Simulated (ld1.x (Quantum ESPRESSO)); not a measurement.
**How hard is this osmium TM potential?**

```
Element                 : Os (Z = 76)
Generator               : ld1.x (Quantum ESPRESSO) 7.5
Type                    : norm-conserving Troullier–Martins (Kleinman–Bylander form)
Functional              : PBE
Relativity              : scalar-relativistic
Frozen core             : [Kr] 4d10 4f14
Valence charge          : 16
Reference configuration : 5s2 5p6 5d6 6s2 6p0
Partial waves           : 5s (bound): rc 1.86 bohr; 5d (bound): rc 2.00 bohr; 5p (bound): rc 1.74 bohr
Local potential         : the p channel
Core correction         : none
```

Occupied shells without a wave of their own: 6s. They enter only through the test configuration that unscreens the potential.

The pseudo-atom Hamiltonian at the reference potential is diagonalised in spherical Bessel functions j_l(qr) that vanish at 20 bohr, with q² up to the cutoff. All-electron valence levels (Ry): 5s -6.7289, 6s -0.4518, 5d -0.4597, 5p -3.7366, 6p -0.0933.

How do the lowest levels (Ry) of each channel move with the cutoff, and are there ghosts?

| cutoff (Ry) | s #1 | s #2 | d #1 | p #1 | p #2 | p #3 | f #1 | Σ f·Δε (mRy) |
| --- | --- | --- | --- | --- | --- | --- | --- | --- |
| 8 | -6.6050 | -0.4318 | -0.0467 | -2.8390 | -0.0456 | 0.0636 | 0.1125 | 8216.4 |
| 12 | -6.6990 | -0.4762 | -0.2072 | -3.4460 | -0.0742 | 0.0557 | 0.1125 | 3334.3 |
| 21 | -6.7119 | -0.4839 | -0.4134 | -3.7245 | -0.0993 | 0.0507 | 0.1125 | 384.9 |
| 30 | -6.7259 | -0.4840 | -0.4537 | -3.7308 | -0.1019 | 0.0502 | 0.1125 | 77.1 |
| 40 | -6.7279 | -0.4841 | -0.4596 | -3.7343 | -0.1019 | 0.0502 | 0.1125 | 16.9 |
| 50 | -6.7284 | -0.4841 | -0.4597 | -3.7363 | -0.1021 | 0.0502 | 0.1125 | 3.2 |
| 70 | -6.7289 | -0.4841 | -0.4597 | -3.7365 | -0.1021 | 0.0502 | 0.1125 | 0.6 |
| 90 | -6.7289 | -0.4841 | -0.4597 | -3.7366 | -0.1021 | 0.0502 | 0.1125 | 0.0 |
| 400 | -6.7289 | -0.4841 | -0.4597 | -3.7366 | -0.1021 | 0.0502 | 0.1125 | 0.0 |

Result: no extra level below or beside the all-electron valence levels (s, d, p, f tested); 10 mRy is reached at 45 Ry and 1 mRy at 70 Ry.

The potential misses its own reference levels by up to 0.4 eV. Its largest configuration-test error is -1864 meV.
